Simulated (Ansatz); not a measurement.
```xyz
11

N     1.5875   -0.4572   -0.5633
V     0.1016    0.0112    0.4152
N    -0.4869    1.6723   -0.1134
N    -1.2302   -1.2295    0.1469
O     0.4720    0.0522    1.9299
H     2.5207   -0.4638   -0.1802
H     1.5407   -0.9958   -1.4156
H    -0.7278    2.4050    0.5369
H    -0.3337    2.0441   -1.0392
H    -1.4996   -1.9088    0.8423
H    -1.9443   -1.1298   -0.5594
```

Total charge 0; spin multiplicity 1.

Problem. List the PBE/def2-TZVPP orbital energies in eV (the Gaussian-basis code of Ansatz). (Best estimate.)

Solution. Computed: Occupied: -5324.84, -594.62, -510.08, -501.45, -501.45, -501.45, -379.94, -379.94, -379.94, -67.97, -43.23, -42.69, -42.69, -21.76, -20.42, -20.27, -20.27, -11.87, -11.80, -11.80, -9.35, -9.29, -9.29, -8.29, -7.95, -7.95, -6.63, -6.63, -5.51. Lowest empty: -2.29, -2.29, -0.95, -0.95, -0.69, -0.41, 1.10, 1.10.
